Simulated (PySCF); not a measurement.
# Tl (thallium, neutral) across methods

[Xe] 4f14 5d10 6s2 6d1, 2D determinant (an excited configuration). All numbers are calculated (PySCF 2.14, scalar relativity through the core potential, in aug-cc-pwCVTZ-PP with ECP60MDF (8s7p6d4f1g, 96 functions)).

```json
{"method": "UHF", "E (hartree)": "-171.37482", "mean ε 6s α (eV)": "-14.739", "mean ε 6s β (eV)": "-14.721", "mean ε 6d α (eV)": "-1.190", "Σ⟨r²⟩ (bohr²)": "103.6", "⟨S²⟩": "0.750"}
{"method": "revPBE", "E (hartree)": "-172.4612", "mean ε 6s α (eV)": "-12.182", "mean ε 6s β (eV)": "-12.165", "mean ε 6d α (eV)": "-0.691", "Σ⟨r²⟩ (bohr²)": "103.0", "⟨S²⟩": "0.750"}
{"method": "PBE0", "E (hartree)": "-172.3627", "mean ε 6s α (eV)": "-13.136", "mean ε 6s β (eV)": "-13.108", "mean ε 6d α (eV)": "-0.838", "Σ⟨r²⟩ (bohr²)": "102.3", "⟨S²⟩": "0.750"}
{"method": "HSE06", "E (hartree)": "-172.3617", "mean ε 6s α (eV)": "-12.771", "mean ε 6s β (eV)": "-12.741", "mean ε 6d α (eV)": "-0.598", "Σ⟨r²⟩ (bohr²)": "102.5", "⟨S²⟩": "0.750"}
{"method": "r2SCAN", "E (hartree)": "-172.4377", "mean ε 6s α (eV)": "-12.432", "mean ε 6s β (eV)": "-12.494", "mean ε 6d α (eV)": "-0.532", "Σ⟨r²⟩ (bohr²)": "102.0", "⟨S²⟩": "0.750"}
{"method": "BHandHLYP", "E (hartree)": "-172.2371", "mean ε 6s α (eV)": "-13.893", "mean ε 6s β (eV)": "-13.895", "mean ε 6d α (eV)": "-0.885", "Σ⟨r²⟩ (bohr²)": "102.1", "⟨S²⟩": "0.750"}
{"method": "PBE", "E (hartree)": "-172.4050", "mean ε 6s α (eV)": "-12.275", "mean ε 6s β (eV)": "-12.244", "mean ε 6d α (eV)": "-0.647", "Σ⟨r²⟩ (bohr²)": "102.3", "⟨S²⟩": "0.750"}
{"method": "CAM-B3LYP", "E (hartree)": "-172.3178", "mean ε 6s α (eV)": "-14.452", "mean ε 6s β (eV)": "-14.450", "mean ε 6d α (eV)": "-1.083", "Σ⟨r²⟩ (bohr²)": "101.7", "⟨S²⟩": "0.750"}
{"method": "LDA", "E (hartree)": "-172.1182", "mean ε 6s α (eV)": "-12.628", "mean ε 6s β (eV)": "-12.586", "mean ε 6d α (eV)": "-0.519", "Σ⟨r²⟩ (bohr²)": "100.9", "⟨S²⟩": "0.750"}
```

Energies and moments cover only the electrons outside the core potential. Spin-orbit coupling, absent here, splits the open shell strongly. The outer electron is Rydberg-like, and this basis confines it to a smaller radius and binds it less than a complete one would.
